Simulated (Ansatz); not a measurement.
Species: C$_{3}$H$_{6}$OSi, SMILES `CC([SiH]=C)=O` (C–Si–C–O torsion 0°) (charge 0, multiplicity 1), formula C3H6OSi.

### Question
How many basis functions does frozen-core CCSD(T)/def2-TZVPP // PBE0-D3(BJ)/def2-TZVP (Ansatz, a first-principles code) use, how many core orbitals are frozen, and how many electrons are correlated?

### Answer
250 basis functions and 9 frozen orbitals, which leaves 28 correlated electrons. Core time is of the order of minutes.
